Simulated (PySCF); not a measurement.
# How methods differ on the excitation energy of Ne⁺

Ne⁺ [He] 2s2 2p5 (2P) → Ne⁺ [He] 2s1 2p6 (2S), as a difference of total energies. Calculation: PySCF 2.14, in x2c-TZVPPall; the spin-free X2C one-electron Hamiltonian (Gaussian nucleus). Correlated levels: valence: 1s2 frozen. The calculations carry no spin-orbit coupling.

| method | excitation energy (cm⁻¹) |
| --- | --- |
| UHF | 239480 |
| MP2 (valence) | 222920 |
| SCS-MP2 (valence) | 221820 |
| CCSD (valence) | 220020 |
| CCSD(T) (valence) | 219100 |
| CCSDT (valence) | 219060 |

Errors of the correlated levels include the incompleteness of this basis and the frozen core.

For comparison: 216790 cm⁻¹ (measured; NIST levels, between the centres of gravity of the two terms).
